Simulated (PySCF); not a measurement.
A species of formula C2H8AlOSb has this rotational fingerprint, computed with PBE0-D3(BJ)/def2-SVP geometry optimisation, gas phase, def2 core potentials past Kr (PySCF 2.14.0):

| Item | Value |
| --- | --- |
| Rotational constants | A = 5459, B = 735.6, C = 687.0 MHz |
| Dipole components | \|μa\| = 0.35 D, \|μb\| = 0.24 D, \|μc\| = 0.26 D |
| Inertial defect | -44.05 u·Å² |
| κ | -0.98 |

**Question.** Which candidate fits, each taken in the one conformer that was computed?
A. `[CH3:1][CH2:2][O:3][AlH:4][SbH2:5]` with C1–C2–O3–Al4 102°, C2–O3–Al4–Sb5 6°, O3–Al4–Sb5–H -42° and -133°
B. `[CH3:1][O:2][AlH:3][CH2:4][SbH2:5]` with C1–O2–Al3–C4 -171°, O2–Al3–C4–Sb5 94°, Al3–C4–Sb5–H 19° and -71°
C. `[O:1]=[CH:2][CH2:3][AlH2-:4][SbH3+:5]` with O1–C2–C3–Al4 67°, C2–C3–Al4–Sb5 -53°

**Answer.** B. It is C[O][AlH][CH2][SbH2], a near-prolate asymmetric top, point group C1. The candidates at the same level (rigid rotor, commonest isotopes):

```json
{"SMILES": "O=C[CH2][AlH2-][SbH3+]", "A (MHz)": "3094", "B (MHz)": "1325", "C (MHz)": "990.2", "μa (D)": "0.46", "μb (D)": "0.40", "μc (D)": "0.73", "Δ (u·Å²)": "-34.41", "point group": "C1", "rotor": "asymmetric top"}
{"SMILES": "CC[O][AlH][SbH2]", "A (MHz)": "4174", "B (MHz)": "776.9", "C (MHz)": "688.9", "μa (D)": "0.26", "μb (D)": "0.71", "μc (D)": "0.24", "Δ (u·Å²)": "-37.95", "point group": "C1", "rotor": "near-prolate asymmetric top"}
{"SMILES": "C[O][AlH][CH2][SbH2]", "A (MHz)": "5459", "B (MHz)": "735.6", "C (MHz)": "687.0", "μa (D)": "0.35", "μb (D)": "0.24", "μc (D)": "0.26", "Δ (u·Å²)": "-44.05", "point group": "C1", "rotor": "near-prolate asymmetric top"}
```

`O=C[CH2][AlH2-][SbH3+]` has B 80 % too high; `CC[O][AlH][SbH2]` has A 24 % too low. No structure here is proved a minimum.
